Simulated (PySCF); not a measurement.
HSE06 on S (sulfur, neutral), [Ne] 3s1 3p4 3d1, one real determinant (an excited configuration). All numbers are calculated (PySCF 2.14, scalar relativity by spin-free X2C-1e, in aug-cc-pCVTZ-DK (8s7p5d3f, 75 functions)).

```
cycle= 1 E= -398.39282988422  delta_E= -0.00884  |g|= 0.0172  |ddm|= 0.224
cycle= 2 E= -398.39302447554  delta_E= -0.000195  |g|= 0.00881  |ddm|= 0.0573
cycle= 3 E= -398.393067625832  delta_E= -4.32e-05  |g|= 0.00247  |ddm|= 0.0191
cycle= 4 E= -398.393069446846  delta_E= -1.82e-06  |g|= 0.000395  |ddm|= 0.00331
cycle= 5 E= -398.393069576764  delta_E= -1.3e-07  |g|= 2.33e-05  |ddm|= 0.00116
cycle= 6 E= -398.393069577371  delta_E= -6.07e-10  |g|= 2.28e-06  |ddm|= 8.71e-05
converged SCF energy = -398.393069577371  <S^2> = 6.0047799  2S+1 = 5.0019116
```

Highest occupied orbital energy: 0.749 eV; ⟨L²⟩ = 8.02; populations by l: s 5.00, p 10.00, d 1.00, f 0.00.

Problem. Can this result be used?

Solution. Not for this state. Self-consistency was reached. ⟨L²⟩ = 8.02 against 12 for a pure F term, so this real determinant mixes terms. The outer electron is Rydberg-like, and this basis confines it to a smaller radius and binds it less than a complete one would. At HSE06 the highest occupied level has a positive energy, so only the finite basis holds that electron; for this excited configuration the basis is too tight for the outer shell.
